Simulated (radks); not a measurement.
Ionisation of the copper ion Cu+, [Ar] 3d10, to [Ar] 3d9 as the strength of local exchange is varied. Method: Dirac Kohn-Sham, Slater X-alpha exchange (alpha = 2/3 is LDA exchange), no correlation, spin-unpolarised, spherical densities, finite nucleus; Fermi nuclear charge, rms radius 3.8823 fm; computed with a radial shooting solver on a logarithmic mesh with Libxc functionals.

| alpha | E(Cu+) (hartree) | exchange (hartree) | IE (eV) | -e of the level emptied (eV) | <r> of it (bohr) |
|---|---|---|---|---|---|
| 0.576 | -1641.04786 | -53.43859 | 18.430 | 11.210 (3d5/2) | 1.056 |
| 0.617 | -1644.85662 | -57.39213 | 19.155 | 11.788 (3d5/2) | 1.043 |
| 0.667 | -1649.51492 | -62.24034 | 20.068 | 12.521 (3d5/2) | 1.027 |
| 0.761 | -1658.31254 | -71.43457 | 21.870 | 13.990 (3d5/2) | 0.9991 |
| 0.842 | -1665.93531 | -79.44028 | 23.513 | 15.350 (3d5/2) | 0.9765 |

NIST Atomic Spectra Database: 20.292 eV (measured). The Delta-SCF value meets it near alpha = 0.68. Spin polarisation and multiplet splitting are left out, so open shells lie too high by an amount that depends on their filling.

Beside tabulated values, note that spin-unpolarised runs miss the spin-polarisation part of the exchange energy of open shells.
